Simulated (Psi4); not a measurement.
diethyl ether (C4H10O), singlet, at a GFN2-xTB geometry; MP2/STO-3G (Psi4).

Psi4 was given this input:
```
memory 2 GB

molecule {
0 1
  C     2.31099308    0.42947687   -0.10128155
  C     0.80676931    0.65277486   -0.11329295
  O     0.18012005   -0.51769505    0.36600134
  C    -1.20070496   -0.39678232    0.60942448
  C    -2.05442706   -0.30045813   -0.65468708
  H     2.64565363    0.21459523    0.90971363
  H     2.56088994   -0.41747000   -0.73389738
  H     2.82210012    1.31514652   -0.46862766
  H     0.54182713    1.50676941    0.53119730
  H     0.47267038    0.88141791   -1.13611301
  H    -1.39403805    0.47580067    1.25400926
  H    -1.46353949   -1.30328974    1.16144758
  H    -3.10574212   -0.36144243   -0.38710070
  H    -1.81234563   -1.12013823   -1.32655824
  H    -1.88421869    0.64010331   -1.17305903
}

set basis sto-3g

energy('mp2')
print_variables()
```

**Question.** Predict the main parts of the log of this Psi4 run.

**Answer.** 
```
    SCF Algorithm Type (re)set to DF.

   => Loading Basis Set <=

    Name: STO-3G
    Role: ORBITAL
    Keyword: BASIS

         ---------------------------------------------------------
                                   SCF
               by Justin Turney, Rob Parrish, Andy Simmonett
                          and Daniel G. A. Smith
                              RHF Reference
         ---------------------------------------------------------

  ==> Geometry <==

    Molecular point group: c1
    Full point group: C1

    Geometry (in Angstrom), charge = 0, multiplicity = 1:

       Center              X                  Y                   Z               Mass
    ------------   -----------------  -----------------  -----------------  -----------------
         C            2.302744472702     0.453973307085    -0.119593368563    12.000000000000
         C            0.798520702702     0.677271297085    -0.131604768563    12.000000000000
         O            0.171871442702    -0.493198612915     0.347689521437    15.994914619570
         C           -1.208953567298    -0.372285882915     0.591112661437    12.000000000000
         C           -2.062675667298    -0.275961692915    -0.672998898563    12.000000000000
         H            2.637405022702     0.239091667085     0.891401811437     1.007825032230
         H            2.552641332702    -0.392973562915    -0.752209198563     1.007825032230
         H            2.813851512702     1.339642957085    -0.486939478563     1.007825032230
         H            0.533578522702     1.531265847085     0.512885481437     1.007825032230
         H            0.464421772702     0.905914347085    -1.154424828563     1.007825032230
         H           -1.402286657298     0.500297107085     1.235697441437     1.007825032230
         H           -1.471788097298    -1.278793302915     1.143135761437     1.007825032230
         H           -3.113990727298    -0.336945992915    -0.405412518563     1.007825032230
         H           -1.820594237298    -1.095641792915    -1.344870058563     1.007825032230
         H           -1.892467297298     0.664599747085    -1.191370848563     1.007825032230

  Running in c1 symmetry.

  Rotational constants: A =      0.46496  B =      0.08315  C =      0.07764 [cm^-1]
  Rotational constants: A =  13939.22854  B =   2492.75085  C =   2327.58945 [MHz]
  Nuclear repulsion =  191.929776477739409

  Charge       = 0
  Multiplicity = 1
  Electrons    = 42
  Nalpha       = 21
[...]
  @DF-RHF Final Energy:  -229.29650280317912
    Total Energy =                       -229.2965028031791235
[...]

  //>>>>>>>>>>>>>>>>>>>>>>>>>>>>>>>>>>>//
  //               DFMP2               //
  //<<<<<<<<<<<<<<<<<<<<<<<<<<<<<<<<<<<//

   => Loading Basis Set <=

    Name: (STO-3G AUX)
    Role: RIFIT
    Keyword: DF_BASIS_MP2

	 --------------------------------------------------------
	                          DF-MP2
	      2nd-Order Density-Fitted Moller-Plesset Theory

	        Rob Parrish, Justin Turney, Andy Simmonett,
	           Ed Hohenstein, and C. David Sherrill
	 --------------------------------------------------------

   => Auxiliary Basis Set <=

  Basis Set: (STO-3G AUX)
    Blend: DEF2-SVP-RI
    Number of shells: 140
    Number of basis functions: 380
    Number of Cartesian functions: 425
    Spherical Harmonics?: true
    Max angular momentum: 3

	 --------------------------------------------------------
	                 NBF =    35, NAUX =   380
	 --------------------------------------------------------
	   CLASS    FOCC     OCC    AOCC    AVIR     VIR    FVIR
	   PAIRS       0      21      21      14      14       0
	 --------------------------------------------------------

	-----------------------------------------------------------
	 ==================> DF-MP2 Energies <====================
	-----------------------------------------------------------
	 Reference Energy          =    -229.2965028031791235 [Eh]
	 Singles Energy            =      -0.0000000000000000 [Eh]
	 Same-Spin Energy          =      -0.0260980172163187 [Eh]
	 Opposite-Spin Energy      =      -0.2156381467875046 [Eh]
	 Correlation Energy        =      -0.2417361640038233 [Eh]
	 Total Energy              =    -229.5382389671829344 [Eh]
	-----------------------------------------------------------
	 ================> DF-SCS-MP2 Energies <==================
	-----------------------------------------------------------
	 SCS Same-Spin Scale       =       0.3333333333333333 [-]
	 SCS Opposite-Spin Scale   =       1.2000000000000000 [-]
	 SCS Same-Spin Energy      =      -0.0086993390721062 [Eh]
	 SCS Opposite-Spin Energy  =      -0.2587657761450056 [Eh]
	 SCS Correlation Energy    =      -0.2674651152171118 [Eh]
	 SCS Total Energy          =    -229.5639679183962301 [Eh]
	-----------------------------------------------------------

  Variable Map:
  ----------------------------------------------------------------------------
[...]
  Array Variable Map:
  ----------------------------------------------------------------------------
[...]
[...]
```
